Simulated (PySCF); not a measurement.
Constitutional and geometric isomers with formula H2B2O. Isolated molecules, 0 K electronic values unless said otherwise. One relaxed conformer stands for each flexible species; it need not be the lowest. Strings in code marks are SMILES.

Calculation: PySCF with TPSSh-D3(BJ)/def2-TZVP // B3LYP-D3(BJ)/def2-TZVP. Excitations are Tamm–Dancoff values on a coarser integration grid. The basis has no diffuse functions, so Rydberg states are missing or too high.

```json
[
 {"species": "`B1BO1`", "S1 excitation (TDA) (eV)": "4.26", "T1 excitation (TDA) (eV)": "[?]", "HOMO (eV)": "-6.83"},
 {"species": "`B(=B\\[H])/O` (B–B–O–H torsion 180°)", "S1 excitation (TDA) (eV)": "0.21", "T1 excitation (TDA) (eV)": "3.69", "HOMO (eV)": "-4.57"},
 {"species": "`BB=O` (H–B–B–O torsion 29°)", "S1 excitation (TDA) (eV)": "4.65", "T1 excitation (TDA) (eV)": "[?]", "HOMO (eV)": "-9.16"}
]
```

What belongs in the gaps?


- `B1BO1`, T1 excitation (TDA) (eV): 3.17
- `BB=O` (H–B–B–O torsion 29°), T1 excitation (TDA) (eV): 4.32
